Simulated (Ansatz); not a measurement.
`[CH3][Ge]([CH3])([OH])[OH]` and `[CH3][Ge]([OH])([OH])[GeH3]` differ in one atom or group.

Ansatz, PBE0-D4/def2-TZVP geometries, multiplicity 1. Each molecule was computed in one conformer, which needn't be the lowest.

Scalar relativity is left out up to krypton.

```tsv
property	`[CH3][Ge]([CH3])([OH])[OH]`
HOMO energy (PBE/def2-TZVPP) / eV	-6.56
HOMO energy (PBE0/def2-TZVPP) / eV	-8.14
LUMO energy (ωB97M-V/def2-TZVPP) / eV	1.99
size of the dipole moment (B3LYP/def2-TZVPP) / D	0.63
size of the dipole moment (PBE/def2-TZVPP) / D	0.58
HOMO–LUMO gap (B3LYP/def2-TZVPP) / eV	8.08
```

(1) What does the change do to each property? (Estimate.)

Results:

(1) The calculation gave: 
```csv
property,`[CH3][Ge]([OH])([OH])[GeH3]`,shift
HOMO energy (PBE/def2-TZVPP) / eV,-6.40,0.16
HOMO energy (PBE0/def2-TZVPP) / eV,-7.64,0.50
LUMO energy (ωB97M-V/def2-TZVPP) / eV,1.59,-0.40
size of the dipole moment (B3LYP/def2-TZVPP) / D,1.60,0.97
size of the dipole moment (PBE/def2-TZVPP) / D,1.41,0.83
HOMO–LUMO gap (B3LYP/def2-TZVPP) / eV,7.13,-0.95
```

With PBE0 the HOMO rises by 0.50 eV and the LUMO falls by 0.56 eV, so the gap narrows by about 1.06 eV. PBE moves the HOMO by 0.16 eV and ωB97M-V by 0.74 eV. Dipoles are sizes alone; their direction can turn.

Positive LUMOs are unbound, so they and the gaps depend on the basis.

B3LYP here is the variant with VWN-RPA as its local correlation; programs differ in this.
